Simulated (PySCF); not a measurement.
Species: SbH2(NMe2), C2H8NSb.
Bonds: Sb1–N4, N4–C5, N4–C6. Hydrogens: H2, H3 on Sb1; H7, H8, H9 on C5; H10, H11, H12 on C6.

Method: PySCF, PBE0-D3(BJ)/def2-SVP geometry optimisation, gas phase, def2 core potentials past Kr.

Q: How far are the bound atoms from Sb1?

A: 3 atoms: H3 1.719 Å, H2 1.737 Å, N4 2.056 Å. The nearest atom not counted as bound is C6, at 2.98 Å.

Q: List the angles at Sb1.

A: 
```csv
angle,degrees,distance of the outer atoms (Å)
H2–Sb1–N4,98.1,2.87
H3–Sb1–N4,92.8,2.74
H2–Sb1–H3,89.8,2.44
```

Q: What is the shape at Sb1?

A: Pyramidal: angles 98.1°, 92.8° and 89.8°, sum 280.6°, 0.99 Å off the plane of its three neighbours. The Sb–H distances aren't all alike: 1.719 to 1.737 Å.

Q: What are the other bond lengths?

A: N4–C5, N4–C6 1.440 Å; C5–H7, C6–H12 1.113 Å; C5–H8 and 3 like bonds 1.104 Å.

Q: Give some angles away from the centre.

A: Sb1–N4–C5 118.2°, Sb1–N4–C6 116.1°, C5–N4–C6 113.4°.

Q: What are the rotational constants (commonest isotopes, rigid rotor)?

A: A = 8356, B = 2229, C = 1856 MHz: an asymmetric top.

Charge 0, singlet. No frequency check.

On one thread of an Arm Neoverse V2 (shared host), this took 30 s wall and 0.42 GiB of memory at its peak. This is the geometry optimisation.

One conformer stands for the species.
